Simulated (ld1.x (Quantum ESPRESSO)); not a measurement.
**Hg, RRKJ: configuration errors across variants**

| Property | Result |
| --- | --- |
| Element | mercury (Hg) |
| Generator | ld1.x (Quantum ESPRESSO) 7.5 |
| Type | norm-conserving RRKJ (Kleinman–Bylander form) |
| Functional | PBE |
| Relativity | fully relativistic |
| Frozen core | [Xe] 4f14 5d10 |
| Valence charge | 2 |
| Reference configuration | 6s1.75 6p0.25 |
| Partial waves | 6p (bound): rc 2.25 bohr; 6d channel at 0.25 Ry: rc 1.70 bohr; 6s (bound): rc 2.15 bohr |
| Local potential | the s channel |
| Core correction | a·sin(br)/r model core inside 1.20 bohr |
| rho0 | 0.02 |

Open shells are filled in proportion to 2j + 1 (rel_dist='average').

All-electron excitation energies from the reference (eV): (1) 6s2 6p0 -1.440; (2) 6s1 6p0 9.261; (3) 6s1.5 6p0 2.923; (4) 6s0 6p2 10.971; (5) 6s1 6p1 4.527; (6) 6s0 6p1 16.569.

4 further variants failed, have other tests or too few solved ones, and are left out.

A true bound ghost makes a file unfit for plane-wave use even where its test errors are small: the radial tests pick states by their node count and pass the ghost by.

Errors AE − PS in meV (a dash: test not solved or not reliable):

| change | (1) | (2) | (3) | (4) | (5) | (6) | bound ghosts |
| --- | --- | --- | --- | --- | --- | --- | --- |
| base | -4.8 | -169 | -25 | -201 | -39 | -408 | d3/2, d5/2 |
| wave 6d channel at 0.25 Ry: rc 1.70 bohr becomes 6d channel at 0.25 Ry: rc 1.08 bohr | -4.8 | -169 | -25 | -201 | -39 | -408 | d3/2, d5/2 |
| wave 6d channel at 0.25 Ry: rc 1.70 bohr becomes 6d channel at 0.25 Ry: rc 1.46 bohr | -4.8 | -169 | -25 | -201 | -39 | -408 | d3/2, d5/2 |
| wave 6d channel at 0.25 Ry: rc 1.70 bohr becomes 6d channel at 0.25 Ry: rc 1.76 bohr | -4.8 | -169 | -25 | -201 | -39 | -408 | d3/2, d5/2 |

Task: Give the same row for: wave 6d channel at 0.25 Ry: rc 1.70 bohr becomes 6d channel at 0.25 Ry: rc 1.34 bohr.

Result: -4.8, -169, -25, -201, -39, -408; bound ghosts: d3/2, d5/2.
